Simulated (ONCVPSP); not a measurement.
## What one change does to a pseudopotential (carbon, ONCV)

* Element: carbon
* Generator: ONCVPSP 4.0.1
* Type: optimised norm-conserving Vanderbilt (ONCV)
* Functional: PBE
* Relativity: scalar-relativistic
* Frozen core: [He]
* Valence charge: 4
* Reference configuration: 2s2 2p2
* Partial waves: 2s: rc 1.30 bohr, ncon 4, nbas 8, qcut 4.7 1/bohr, 2 projectors, debl 2.3 Ha; 2p: rc 3.05 bohr, ncon 3, nbas 7, qcut 4.1 1/bohr, 2 projectors, debl 1.1 Ha
* Local potential: polynomial inside 1.15 bohr (lpopt 5, dvloc0 1 Ha)
* Core correction: polynomial model core, fcfact 0.7

All-electron outer shells of the reference configuration (PBE, scalar-relativistic, ld1.x):

| shell | level (eV) | outermost node (bohr) | outermost maximum (bohr) |
| --- | --- | --- | --- |
| 1s | -273.38 | – | 0.17 |
| 2s | -13.75 | 0.38 | 1.22 |
| 2p | -5.29 | – | 1.20 |

Change: s: qcut 3.

Cutoffs: the cutoffs (Ha) at which the residual kinetic energy of the hardest occupied pseudo-wave falls to 1 and 0.1 mHa per electron; they do not see the model core or the augmentation charge, which bear on the density cutoff. Errors are all-electron minus pseudo energies relative to the spin-unpolarised reference configuration.

Q: What does the change do?

A: The potential gets harder (28 Ha and 95 Ha → 82 Ha and 103 Ha); the errors of the 4 common tests hardly move; neither file shows a bound ghost.

| quantity | base | changed |
| --- | --- | --- |
| cutoff, loose | 28 Ha | 82 Ha |
| cutoff, tight | 95 Ha | 103 Ha |
| loose cutoff by channel | s 28 Ha, p 6.1 Ha | s 82 Ha, p 6.1 Ha |
| bound ghosts | none | none |
| GHOST(+) flags under 300 eV | none | none |
| error for 2s2 2p1, meV [ΔE 10.86 eV] | +256 | +257 |
| error for 2s2 2p0, meV [ΔE 35.02 eV] | +1763 | +1766 |
| error for 2s1 2p0, meV [ΔE 83.21 eV] | +3238 | +3238 |
| error for 2s2 2p1.5, meV [ΔE 3.96 eV] | +44 | +44 |
| s: phases at 1.32 bohr within 0.05 rad from the reference energy up to (Ha; the scan ends near 5) | to the end of the scan | to the end of the scan |
| p: phases at 3.09 bohr within 0.05 rad from the reference energy up to (Ha; the scan ends near 5) | 2.2 | 2.2 |
| rms error of d²Exc/dni dnj with the model core, mHa | 1.24 | 1.57 |
